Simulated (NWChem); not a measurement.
System: C3H5 cation

Input file for NWChem:

```
start job
memory heap 200 mb stack 900 mb global 1100 mb
charge 1
geometry units angstroms noautoz
  C     -1.191619     0.000000     0.207259
  C      0.000000     0.000000    -0.498564
  C      1.191619     0.000000     0.207259
  H     -2.154686     0.000000    -0.300896
  H     -1.206228     0.000000     1.296434
  H      0.000000     0.000000    -1.585153
  H      2.154686     0.000000    -0.300896
  H      1.206228     0.000000     1.296434
end
basis spherical
  C library def2-svp
  H library def2-svp
end
dft
  xc xpbe96 cpbe96
  iterations 150
  mulliken
end
task dft energy
```

Coordinates come from a B3LYP/6-31G* (spherical d) optimisation.

Q: What results follow from this input? (PBE/def2-SVP.) Quantities: energy (Ha); highest occupied level (eV); orbital gap (eV).

A: 
```json
{
  "energy (Ha)": "-116.71",
  "highest occupied level (eV)": "-15.07",
  "orbital gap (eV)": "3.60"
}
```
